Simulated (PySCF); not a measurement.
## Diatomic anions of F with the fifth-period p block

PBE0 with double-zeta basis sets in PySCF, for the lowest determinant that a PBE0 search found; no spin–orbit coupling. De refers to high-spin ground-configuration atoms (the charge goes to the atom of lower measured ionisation energy or higher electron affinity, which is not always the lowest computed limit). A positive dipole points towards F; it is taken about the centre of mass and depends on that origin.

```csv
M,basis,charged atom,state (unpaired electrons),Re (Å),ωe (cm⁻¹),De (eV),μ (D)
In,aug-cc-pVDZ-PP/aug-cc-pVDZ,F−,doublet (π ↑),2.086,421,2.35,-1.65
Sn,aug-cc-pVDZ-PP/aug-cc-pVDZ,F−,triplet (π ↑↑),2.062,450,2.82,-1.74
Sb,aug-cc-pVDZ-PP/aug-cc-pVDZ,F−,doublet (π ↑),2.036,488,1.81,-1.55
Te,aug-cc-pVDZ-PP/aug-cc-pVDZ,F−,singlet (closed shell),2.026,509,2.50,-1.63
I,aug-cc-pVDZ-PP/aug-cc-pVDZ,F−,doublet (σ ↑),2.374,276,1.90,-3.53
```

(1) By what factor does the well depth vary along the series?

The state changes along the series, so neighbouring rows are not always alike in their bonding.

These are scalar-relativistic numbers at best; spin–orbit coupling would shift them, the dissociation energy most. For an ion De counts to the pair picked by the measured ionisation energies or electron affinities, which need not be the lowest pair at this level. The highest Kohn–Sham level is positive in some of these anions. Much of that is self-interaction error, but it also means that the finite basis helps to hold the extra electron. States were picked by a PBE0 search and need not be the measured ground states.

Results:

(1) At PBE0 it runs from 1.81 eV (SbF⁻) to 2.82 eV (SnF⁻), a factor of 1.56.
